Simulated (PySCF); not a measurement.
**Choosing a basis for TDDFT**

C3H8FNSi.
SMILES: `C=C(F)[SiH2]NC`

TDDFT with PBE0 (PySCF), vertical singlets, core orbitals frozen in the response, spherical d and f functions. One conformer (not necessarily the lowest) at the PBE0-D3(BJ)/def2-SVP geometry, without solvent, vibrations or thermal averaging.

| basis | functions | diffuse | S1 (eV) | S2 (eV) | S3 (eV) | S4 (eV) | S5 (eV) | LUMO (eV) | α (au) |
| --- | --- | --- | --- | --- | --- | --- | --- | --- | --- |
| 6-31G* | 104 | no | 5.58 | 6.44 | 6.93 | 7.01 | 7.43 | 0.21 | 60.4 |
| def2-SVP | 128 | no | 5.50 | 6.38 | 6.89 | 7.10 | 7.36 | -0.05 | 63.2 |
| 6-31+G* | 128 | yes | 5.31 | 5.78 | 6.15 | 6.40 | 6.66 | -0.32 | 69.1 |
| def2-SVPD | 191 | yes | 5.39 | 5.97 | 6.43 | 6.85 | 6.89 | -0.32 | 74.3 |
| aug-cc-pVDZ | 214 | yes | 5.27 | 5.60 | 6.06 | 6.16 | 6.46 | -0.36 | 76.2 |
| def2-TZVP | 240 | no | 5.39 | 6.06 | 6.60 | 6.81 | 7.14 | -0.27 | 71.0 |

Problem. Compare the sets with the largest diffuse one.

Solution. States are compared by their number. Against the largest diffuse basis here (aug-cc-pVDZ, itself not a converged limit), sets without diffuse functions differ by up to 0.31 eV in S1 and 0.97 eV in S5; the smaller diffuse sets differ by up to 0.12 and 0.43 eV. State by state, the largest deviation of a set without diffuse functions is S1 0.31, S2 0.84, S3 0.87, S4 0.94, S5 0.97 eV. The same number needn't mean the same state in each row. Against aug-cc-pVDZ the polarisability deviates by -21% in 6-31G*, -17% in def2-SVP, -9% in 6-31+G*, -3% in def2-SVPD, -7% in def2-TZVP. A single + in a Pople set puts diffuse functions on heavy atoms only.
